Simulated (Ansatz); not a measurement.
BH2I (SMILES BI) moved off its minimum; all values from Ansatz (a program for electronic structure), cores frozen in correlated methods. Elements past Kr take the def2 small-core potentials, without spin–orbit coupling.
(charge 0, multiplicity 1)
```xyz
4

B     -1.0411    -1.5402     0.2008
H     -0.6142    -2.2972     1.0750
H     -1.9581    -1.7196    -0.4379
I      0.1372     0.1672    -0.0048
```

Give the forces (eV/Å), the total energy and the dipole at CCSD(T)/def2-TZVPPD.


```
atom      Fx      Fy      Fz
----  ------  ------  ------
B1     1.620  -0.733   1.830
H2    -0.573   0.438  -0.767
H3    -1.191  -0.171  -0.863
I4     0.145   0.467  -0.199
```
Energy -322.8030 hartree, dipole 0.32 D.
